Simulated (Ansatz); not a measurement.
One change: `[SiH3]C#C[SiH2]Cl` becomes `COC#C[SiH3]`.

Ansatz, PBE0-D4/def2-TZVP geometries, multiplicity 1. 

| property | `[SiH3]C#C[SiH2]Cl` |
| --- | --- |
| LUMO energy (B3LYP/def2-TZVPP) / eV | -1.38 |
| size of the dipole moment (B3LYP/def2-TZVPP) / D | 1.38 |
| LUMO energy (ωB97M-V/def2-TZVPP) / eV | 0.76 |
| HOMO energy (PBE/def2-TZVPP) / eV | -7.21 |
| LUMO energy (PBE0/def2-TZVPP) / eV | -1.22 |
| HOMO–LUMO gap (ωB97M-V/def2-TZVPP) / eV | 11.36 |

Task: What does the change do to each property? (Best estimate.)

Result: Computed: 
```json
{"property": "LUMO energy (B3LYP/def2-TZVPP) / eV", "`COC#C[SiH3]`": "0.13", "shift": "1.51"}
{"property": "size of the dipole moment (B3LYP/def2-TZVPP) / D", "`COC#C[SiH3]`": "2.76", "shift": "1.38"}
{"property": "LUMO energy (ωB97M-V/def2-TZVPP) / eV", "`COC#C[SiH3]`": "2.25", "shift": "1.49"}
{"property": "HOMO energy (PBE/def2-TZVPP) / eV", "`COC#C[SiH3]`": "-5.89", "shift": "1.32"}
{"property": "LUMO energy (PBE0/def2-TZVPP) / eV", "`COC#C[SiH3]`": "0.35", "shift": "1.57"}
{"property": "HOMO–LUMO gap (ωB97M-V/def2-TZVPP) / eV", "`COC#C[SiH3]`": "11.56", "shift": "0.20"}
```

With PBE0 the HOMO rises by 1.30 eV and the LUMO rises by 1.57 eV, so the gap widens by about 0.27 eV. PBE moves the HOMO by 1.32 eV and ωB97M-V by 1.28 eV. Dipoles are sizes alone; their direction can turn.

B3LYP here is the variant with VWN-RPA as its local correlation; programs differ in this.
